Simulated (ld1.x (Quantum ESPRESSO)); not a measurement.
indium (In), ultrasoft: configuration errors across variants

| Property | Result |
| --- | --- |
| Element | In |
| Generator | ld1.x (Quantum ESPRESSO) 7.5 |
| Type | ultrasoft |
| Functional | PBE |
| Relativity | scalar-relativistic |
| Frozen core | [Kr] 4d10 |
| Valence charge | 3 |
| Reference configuration | 5s2 5p1 |
| Partial waves | 5s (bound): rcut 2.10, rcutus 2.30 bohr; 5s channel at -0.1 Ry: rcut 2.10, rcutus 2.30 bohr; 5p (bound): rcut 2.30, rcutus 3.05 bohr; 5p channel at 2 Ry: rcut 2.30, rcutus 3.05 bohr |
| Local potential | all-electron potential smoothed inside 2.40 bohr (lloc = -1) |
| Core correction | a·sin(br)/r model core, default radius (core density twice the valence density) |
| Augmentation charge | built from norm-conserving waves at rcut, not smoothed further |

All-electron excitation energies from the reference (eV): (1) 5s2 5p0 5.363; (2) 5s1 5p0 24.598; (3) 5s2 5p0.5 1.940; (4) 5s0 5p3 11.947; (5) 5s1 5p2 5.841; (6) 5s2 5p1.3 -0.532; (7) 5s1 5p1 11.956.

The default core radius of the base comes out at 1.96 bohr.

The overlap operator is not positive definite (basis up to 400 Ry) in “local potential all-electron potential smoothed inside 3.24 bohr (lloc = -1)”. Such files are unfit for use, however small their errors in these radial tests.

2 further variants failed, have other tests or another functional or relativity, and are left out.

Errors AE − PS in meV (a dash: test not solved or not reliable):

```tsv
change	(1)	(2)	(3)	(4)	(5)	(6)	(7)	bound ghosts
base	-16	-214	-2.8	-87	-22	-0.2	-64	none
local potential all-electron potential smoothed inside 3.24 bohr (lloc = -1)	-16	-216	-2.8	-87	-23	-0.2	-65	not determined (overlap not positive)
core correction a·sin(br)/r model core inside 2.84 bohr	-16	-135	-3.0	+9.5	-0.7	-0.3	-37	none
type RRKJ; waves now 5p (bound): rc 3.05 bohr; 5s (bound): rc 2.30 bohr; local potential the s channel; rho0 0.02	-15	-204	-2.6	-102	-26	-0.2	-64	none
wave 5s channel at -0.1 Ry: rcut 2.10, rcutus 2.30 bohr becomes 5s channel at -0.31 Ry: rcut 2.10, rcutus 2.30 bohr	-16	-214	-2.8	-87	-22	-0.2	-64	none
waves 5p (bound): rcut 2.30, rcutus 2.56 bohr; 5p channel at 2 Ry: rcut 2.30, rcutus 2.56 bohr	-16	-214	-2.8	-87	-22	-0.2	-64	none
local potential all-electron potential smoothed inside 2.70 bohr (lloc = -2)	-16	-214	-2.8	-87	-22	-0.2	-64	none
waves 5s (bound): rcut 2.10, rcutus 2.96 bohr; 5s channel at -0.1 Ry: rcut 2.10, rcutus 2.96 bohr	-16	-212	-2.8	-87	-22	-0.2	-63	none
```

Task: Give the same row for: augmentation PSQ, inside the norm-conserving radii.

Result: -16, -225, -2.8, -97, -25, -0.2, -69; bound ghosts: none.
